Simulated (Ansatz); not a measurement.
Start from `[NH2][GeH2][O][GeH2][NH2]` and change one atom or group to get `[NH2][GeH2][OH]`.

Ansatz, PBE0-D4/def2-TZVP geometries, multiplicity 1. Each molecule was computed in one conformer, which needn't be the lowest.

Scalar relativity is left out up to krypton.

```json
{"property": "HOMO–LUMO gap (B3LYP/def2-TZVPP) / eV", "`[NH2][GeH2][O][GeH2][NH2]`": "7.06"}
{"property": "HOMO–LUMO gap (ωB97M-V/def2-TZVPP) / eV", "`[NH2][GeH2][O][GeH2][NH2]`": "11.47"}
{"property": "HOMO–LUMO gap (PBE/def2-TZVPP) / eV", "`[NH2][GeH2][O][GeH2][NH2]`": "5.35"}
{"property": "size of the dipole moment (PBE/def2-TZVPP) / D", "`[NH2][GeH2][O][GeH2][NH2]`": "2.41"}
{"property": "HOMO energy (ωB97M-V/def2-TZVPP) / eV", "`[NH2][GeH2][O][GeH2][NH2]`": "-9.62"}
{"property": "LUMO energy (PBE/def2-TZVPP) / eV", "`[NH2][GeH2][O][GeH2][NH2]`": "-0.44"}
```

(1) What does the change do to each property? (Estimate.)

Results:

(1) The calculation gave: 
```tsv
property	`[NH2][GeH2][OH]`	shift
HOMO–LUMO gap (B3LYP/def2-TZVPP) / eV	7.52	0.46
HOMO–LUMO gap (ωB97M-V/def2-TZVPP) / eV	12.06	0.59
HOMO–LUMO gap (PBE/def2-TZVPP) / eV	5.78	0.43
size of the dipole moment (PBE/def2-TZVPP) / D	2.02	-0.39
HOMO energy (ωB97M-V/def2-TZVPP) / eV	-9.83	-0.21
LUMO energy (PBE/def2-TZVPP) / eV	-0.22	0.22
```

With PBE0 the HOMO falls by 0.21 eV and the LUMO rises by 0.26 eV, so the gap widens by about 0.47 eV. PBE moves the HOMO by -0.22 eV and ωB97M-V by -0.21 eV. Dipoles are sizes alone; their direction can turn.

B3LYP here is the variant with VWN-RPA as its local correlation; programs differ in this.
